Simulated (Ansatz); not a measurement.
Al₂F₂⁻. Total charge -1; doublet. Geometry r2SCAN-D4/def2-TZVP, that of the neutral singlet; atoms count from 1.

| atom | x (Å) | y (Å) | z (Å) |
| --- | --- | --- | --- |
| Al1 | 1.345 | -0.063 | -0.658 |
| Al2 | -1.346 | 0.059 | 0.662 |
| F3 | 1.369 | -1.296 | -1.774 |
| F4 | -1.368 | 1.300 | 1.770 |

The highest occupied level of the charge -1 doublet lies above zero (up to 0.64 eV). By energy differences its removal costs 0.88 eV (vertical, to the charge 0 singlet, at PBE0-D4/def2-TZVPD); a positive level beside a positive removal energy at the same level points to self-interaction error. The structure comes from a short search, and lower isomers may exist.

Estimate the Mulliken populations from the PBE0/def2-TZVPD orbitals of Ansatz.


| atom | charge (e) | spin (α − β) |
| --- | --- | --- |
| Al1 | -0.19 | 0.51 |
| Al2 | -0.19 | 0.50 |
| F3 | -0.31 | 0.00 |
| F4 | -0.31 | 0.00 |
Mulliken values and Mayer orders depend strongly on the basis. With diffuse functions, as here, like atoms can get unlike values, and bond orders can come out too low or too high.

Where does the spin sit?

Summed by element: Al 1.01, F -0.01, of 1 unpaired in all. Largest on single atoms: Al1 0.51, Al2 0.50, F4 0.00.

And the Mayer bond orders between bonded heavy atoms (over 0.3)?

Al1–F3 0.92 (1.66 Å); Al2–F4 0.92 (1.66 Å). Values over 0.3 also appear between atoms too far apart for a bond (Al1–Al2 0.79 at 3.00 Å); they arise where an orbital or an unpaired electron spreads over both atoms.
